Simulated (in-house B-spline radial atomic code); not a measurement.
Ionising Cl2+ with different functionals

Computed with an all-electron radial atomic-structure program (B-spline basis): four-component Dirac-Coulomb Hamiltonian, Fermi nucleus of rms radius 3.3654 fm, spin-restricted, spherical fractional occupations for the functionals, and exact exchange of hybrids averaged over the configuration. The ionisation energy is the difference of two self-consistent energies, [Ne] 3s2 3p3 → [Ne] 3s2 3p2, without Breit or QED terms; ε is the level of the shell that loses the electron (mean over j). The electron is taken from both j subshells in proportion to 2j + 1, so the result is a j average, not the step between ground levels.

| method | rung | ΔSCF (eV) | -ε(3p) (eV) |
| --- | --- | --- | --- |
| B3LYP | global hybrid | 38.35 | 33.17 |
| PBE0 | global hybrid | 38.32 | 33.52 |
| BHandHLYP | global hybrid | 38.19 | 35.18 |
| CAM-B3LYP | range-separated hybrid | 38.35 | 35.03 |

Task: Among the functionals, which spreads more, the ΔSCF values or the orbital energies?

Result: The orbital energies: ΔSCF values span about 0.17 eV and the orbital energies 2.01 eV; here energy differences depend much less on the functional than eigenvalues do.

Task: How do they compare with the NIST value?

Result: NIST lists 39.8 eV ± 0.11 (semi-empirical, ground level to ground level). Errors run from -1.61 to -1.45 eV. The correlated functionals all miss on the same side by more than they spread, so the cause is common to them (Breit-QED terms, spin polarisation, the choice among j levels, multiplet and fine-structure energies, or a listed next ion that isn't the cheapest removal here) and closeness doesn't rank the functionals.
